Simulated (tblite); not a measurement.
What does the GFN2-xTB structure of `C/C=C(/[SiH3])C(C)=S` look like in three dimensions?

Z-matrix in Å and degrees, rows numbered from 1:
```
C 
C   1  1.4873
C   2  1.3403  1  127.44
Si  3  1.8997  2  119.68  1   175.19
C   3  1.4472  2  124.10  1    -6.04
C   5  1.4930  3  117.75  2   135.97
S   5  1.6379  3  122.02  2   -48.95
H   1  1.0907  2  109.36  3   109.25
H   1  1.0865  2  112.18  3   -10.59
H   1  1.0896  2  109.99  3  -132.79
H   2  1.0834  1  114.33  3   177.34
H   4  1.4662  3  109.36  2  -105.68
H   4  1.4637  3  109.12  2   134.55
H   4  1.4607  3  107.63  2    14.18
H   6  1.0913  5  109.72  3    71.59
H   6  1.0877  5  110.38  3  -168.90
H   6  1.0896  5  110.62  3   -47.12
```

Si4 (SiH3 silicon) is tetrahedral (angles from 107.6° to 110.9°). The 4 C–C bonds span 1.340 Å (C2=C3, drawn double) to 1.493 Å (C5–C6, drawn single), a spread of 0.153 Å. Of the pairs four or more bonds apart, Si4···H15 is among the closest relative to their van der Waals radii: 2.94 Å, 89 % of the sum of Bondi's values.

Structure optimised with GFN2-xTB, isolated species.

Point group: C1 (no symmetry element, even within 0.4 Å). Its GFN2-xTB frequencies are all real (lowest 28 cm⁻¹). The numbers are those of one conformer (C2–C3–C5–C6 136°). 3 starts were optimised and ended at 0.00, 0.15 and 0.26 kcal/mol (GFN2-xTB); the lowest of these is shown.

Hardware: Intel Xeon at 2.50 GHz, one thread, shared host. Cost: 4.6 s. That covers the optimisation of the geometry.

All values are computed, not measured.
